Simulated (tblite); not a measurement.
Compound: C₇H₁₈BP.
Numbering: `[BH3-:1][P@@H+:2]([C:3](=[CH2:4])[CH3:5])[C@@H:6]([CH3:7])[CH2:8][CH3:9]` (hydrogens: H10, H11, H12 on B1; H13 on P2; H14, H15 on C4; H16, H17, H18 on C5; H19 on C6; H20, H21, H22 on C7; H23, H24 on C8; H25, H26, H27 on C9)
Bond orders are those of one Lewis drawing.

Computed with GFN2-xTB (tblite), gas phase: L-BFGS steps from a force-field or distance-geometry start until the largest atomic force falls under 0.01 eV/Å.

Step 50: E = -759.0913 eV
```
atom  x, y, z in Å  |  force x, y, z in eV/Å
B1     -1.5041    2.4598    0.3779    0.049  -0.103  -0.004
P2     -0.6738    0.7217    0.4447   -0.033   0.009   0.017
C3     -1.6698   -0.6720   -0.1925   -0.049   0.023   0.011
C4     -2.5924   -0.3748   -1.1008    0.043  -0.008  -0.004
C5     -1.4974   -2.0487    0.3783   -0.013   0.018  -0.020
C6      0.9827    0.6619   -0.4002    0.032   0.002   0.009
C7      1.9477    1.4901    0.4454    0.020   0.030  -0.035
C8      1.5519   -0.7210   -0.7326   -0.013  -0.019   0.047
C9      2.0123   -1.5136    0.4875    0.015   0.030  -0.032
H10    -1.5615    2.7069   -0.7879    0.010   0.002  -0.068
H11    -0.7708    3.1879    0.9648    0.040   0.037   0.055
H12    -2.5717    2.3439    0.8877   -0.018  -0.042   0.041
H13    -0.3212    0.1932    1.6880   -0.015  -0.028   0.018
H14    -2.7109    0.6369   -1.4507    0.002   0.007  -0.024
H15    -3.2625   -1.1123   -1.5143    0.020  -0.023   0.003
H16    -2.3720   -2.6555    0.1500    0.006  -0.009   0.029
H17    -1.3720   -2.0029    1.4609   -0.013  -0.001  -0.053
H18    -0.6241   -2.5459   -0.0446   -0.031   0.037   0.045
H19     0.8061    1.1819   -1.3515   -0.003   0.039  -0.019
H20     2.0595    1.0493    1.4348    0.024   0.053  -0.013
H21     2.9242    1.5392   -0.0334    0.027  -0.022   0.015
H22     1.5788    2.5057    0.5637   -0.064   0.013   0.000
H23     2.4101   -0.5788   -1.3964   -0.012  -0.004  -0.004
H24     0.8048   -1.2863   -1.2936   -0.017  -0.016   0.006
H25     2.8935   -1.0504    0.9245   -0.020  -0.032   0.034
H26     1.2320   -1.5621    1.2455    0.046   0.001  -0.057
H27     2.2806   -2.5278    0.1977   -0.036   0.006   0.004
```

Step 51: E = -759.0931 eV
```
atom  x, y, z in Å  |  force x, y, z in eV/Å
B1     -1.5050    2.4551    0.3856    0.039  -0.061  -0.007
P2     -0.6732    0.7214    0.4492   -0.032  -0.046  -0.012
C3     -1.6674   -0.6713   -0.1953   -0.064   0.002   0.008
C4     -2.5808   -0.3719   -1.1123    0.035  -0.012   0.004
C5     -1.5060   -2.0480    0.3817   -0.008   0.041  -0.008
C6      0.9804    0.6629   -0.4002    0.020  -0.033  -0.011
C7      1.9489    1.4925    0.4390    0.015   0.032  -0.031
C8      1.5479   -0.7215   -0.7312    0.004  -0.043   0.043
C9      2.0164   -1.5113    0.4878    0.031   0.006  -0.007
H10    -1.5567    2.7111   -0.7790    0.016  -0.008  -0.064
H11    -0.7755    3.1813    0.9803    0.034   0.039   0.058
H12    -2.5763    2.3372    0.8871   -0.015  -0.043   0.049
H13    -0.3184    0.1864    1.6880   -0.014  -0.027   0.038
H14    -2.6922    0.6401   -1.4656    0.003  -0.013  -0.018
H15    -3.2524   -1.1080   -1.5271    0.032  -0.011  -0.003
H16    -2.3834   -2.6541    0.1570    0.035   0.028   0.024
H17    -1.3826   -1.9927    1.4643   -0.016  -0.019  -0.054
H18    -0.6326   -2.5522   -0.0340   -0.049   0.046   0.044
H19     0.7953    1.1770   -1.3534    0.020   0.050  -0.007
H20     2.0721    1.0454    1.4251    0.022   0.076  -0.033
H21     2.9209    1.5501   -0.0489    0.012  -0.022   0.024
H22     1.5727    2.5047    0.5655   -0.048   0.007   0.006
H23     2.4038   -0.5817   -1.3994   -0.036  -0.005  -0.002
H24     0.7967   -1.2903   -1.2849    0.009   0.004   0.011
H25     2.8952   -1.0439    0.9259   -0.026  -0.022   0.019
H26     1.2388   -1.5675    1.2479    0.032   0.007  -0.057
H27     2.2934   -2.5245    0.2001   -0.051   0.026  -0.013
```

Step 52: E = -759.0948 eV
```
atom  x, y, z in Å  |  force x, y, z in eV/Å
B1     -1.5033    2.4467    0.3899    0.014   0.001  -0.004
P2     -0.6719    0.7184    0.4554   -0.010  -0.094  -0.035
C3     -1.6656   -0.6722   -0.1953   -0.052  -0.010   0.016
C4     -2.5703   -0.3686   -1.1188    0.002  -0.011  -0.010
C5     -1.5158   -2.0498    0.3838   -0.002   0.053   0.002
C6      0.9791    0.6650   -0.3995    0.003  -0.049  -0.020
C7      1.9498    1.4981    0.4337   -0.029   0.009  -0.045
C8      1.5473   -0.7193   -0.7301    0.012  -0.030   0.037
C9      2.0188   -1.5094    0.4865    0.010   0.003   0.013
H10    -1.5532    2.7057   -0.7749    0.023  -0.018  -0.055
H11    -0.7756    3.1747    0.9858    0.026   0.037   0.057
H12    -2.5773    2.3316    0.8875   -0.005  -0.045   0.051
H13    -0.3147    0.1794    1.6912   -0.014  -0.027   0.047
H14    -2.6749    0.6440   -1.4733    0.001  -0.030  -0.015
H15    -3.2439   -1.1027   -1.5343    0.035  -0.002  -0.015
H16    -2.3957   -2.6538    0.1611    0.045   0.051   0.011
H17    -1.3948   -1.9898    1.4655   -0.015  -0.026  -0.017
H18    -0.6432   -2.5606   -0.0251   -0.044   0.047   0.027
H19     0.7842    1.1756   -1.3535    0.042   0.046   0.009
H20     2.0786    1.0510    1.4179    0.024   0.064   0.004
H21     2.9191    1.5579   -0.0570    0.036  -0.012  -0.001
H22     1.5684    2.5072    0.5618   -0.042   0.037   0.009
H23     2.4027   -0.5785   -1.3981   -0.033  -0.006  -0.020
H24     0.7957   -1.2891   -1.2819    0.007   0.002   0.004
H25     2.8974   -1.0462    0.9256    0.022   0.021   0.024
H26     1.2450   -1.5671    1.2483   -0.019   0.011  -0.027
H27     2.2942   -2.5218    0.2004   -0.038  -0.022  -0.046
```

Step 53: E = -759.0964 eV
```
atom  x, y, z in Å  |  force x, y, z in eV/Å
B1     -1.5033    2.4423    0.3964   -0.005   0.066  -0.001
P2     -0.6720    0.7162    0.4582    0.017  -0.091  -0.030
C3     -1.6655   -0.6715   -0.1968   -0.039  -0.013   0.008
C4     -2.5606   -0.3666   -1.1288   -0.016  -0.010  -0.010
C5     -1.5230   -2.0475    0.3865   -0.007   0.048   0.021
C6      0.9776    0.6645   -0.4004   -0.014  -0.046  -0.023
C7      1.9506    1.5001    0.4273   -0.027   0.011  -0.017
C8      1.5439   -0.7211   -0.7280    0.024  -0.022  -0.006
C9      2.0230   -1.5073    0.4871    0.017  -0.027   0.030
H10    -1.5486    2.7094   -0.7693    0.027  -0.035  -0.004
H11    -0.7790    3.1710    1.0011   -0.008  -0.001   0.027
H12    -2.5817    2.3248    0.8888    0.034  -0.041   0.033
H13    -0.3135    0.1736    1.6925   -0.016  -0.023   0.040
H14    -2.6596    0.6459   -1.4860    0.002  -0.039  -0.013
H15    -3.2340   -1.1000   -1.5453    0.030  -0.002  -0.028
H16    -2.4035   -2.6515    0.1674    0.033   0.059  -0.006
H17    -1.4037   -1.9821    1.4673   -0.013  -0.027   0.017
H18    -0.6514   -2.5638   -0.0157   -0.025   0.042   0.007
H19     0.7778    1.1737   -1.3551    0.051   0.028   0.026
H20     2.0899    1.0490    1.4091    0.015   0.080  -0.015
H21     2.9172    1.5658   -0.0698    0.000   0.001   0.006
H22     1.5611    2.5062    0.5634   -0.010   0.012  -0.001
H23     2.3960   -0.5815   -1.4009   -0.037  -0.012  -0.022
H24     0.7892   -1.2931   -1.2744    0.024   0.010   0.014
H25     2.8988   -1.0399    0.9277    0.020   0.023   0.008
H26     1.2508   -1.5716    1.2492   -0.040   0.015  -0.008
H27     2.3039   -2.5187    0.2014   -0.037  -0.009  -0.052
```

Q: Estimate the geometry and energy of step 54. (The exact step hangs on the optimiser's Hessian estimate; all steps are aligned on step 53, rigid shifts and turns removed.)

A: E = -759.0981 eV, largest force 0.085 eV/Å
```
atom  x, y, z in Å  |  force x, y, z in eV/Å
B1     -1.5025    2.4380    0.4004   -0.013   0.084   0.007
P2     -0.6716    0.7113    0.4614    0.037  -0.044  -0.005
C3     -1.6661   -0.6725   -0.1965   -0.010  -0.002   0.009
C4     -2.5526   -0.3649   -1.1349   -0.039  -0.008  -0.022
C5     -1.5304   -2.0467    0.3889   -0.009   0.026   0.036
C6      0.9764    0.6640   -0.4009   -0.016  -0.019  -0.010
C7      1.9504    1.5039    0.4217   -0.032   0.002  -0.001
C8      1.5434   -0.7213   -0.7263    0.022   0.004  -0.036
C9      2.0259   -1.5060    0.4873    0.003  -0.030   0.030
H10    -1.5448    2.7067   -0.7668    0.028  -0.041   0.030
H11    -0.7799    3.1677    1.0093   -0.028  -0.025   0.006
H12    -2.5833    2.3194    0.8908    0.060  -0.036   0.017
H13    -0.3116    0.1670    1.6957   -0.020  -0.018   0.020
H14    -2.6459    0.6475   -1.4933    0.000  -0.033  -0.016
H15    -3.2260   -1.0963   -1.5532    0.015  -0.013  -0.044
H16    -2.4110   -2.6491    0.1714    0.000   0.046  -0.024
H17    -1.4132   -1.9802    1.4687   -0.009  -0.017   0.063
H18    -0.6605   -2.5680   -0.0079    0.007   0.034  -0.018
H19     0.7727    1.1741   -1.3550    0.052   0.003   0.033
H20     2.0969    1.0540    1.4025    0.008   0.066   0.004
H21     2.9159    1.5716   -0.0775   -0.015   0.015  -0.007
H22     1.5561    2.5077    0.5619    0.003   0.010  -0.017
H23     2.3928   -0.5806   -1.4014   -0.016  -0.016  -0.034
H24     0.7880   -1.2934   -1.2708    0.017  -0.004   0.011
H25     2.9009   -1.0386    0.9284    0.034   0.029   0.004
H26     1.2548   -1.5720    1.2492   -0.063   0.014   0.017
H27     2.3053   -2.5168    0.2000   -0.019  -0.027  -0.053
```

The energy changes by -0.0017 eV. The first-order estimate −F·Δx gives -0.0023 eV and the mean of the old and new forces, exact on a quadratic surface, -0.0017 eV. The step makes an angle of 77° with the force vector and moves no atom by more than 0.016 Å.

The cost below is that of the whole relaxation. Time: 1.1 s wall. Hardware: one thread, Arm Neoverse V2 (aarch64), no GPU, shared host with 96 logical CPUs at a one-minute load of 43.
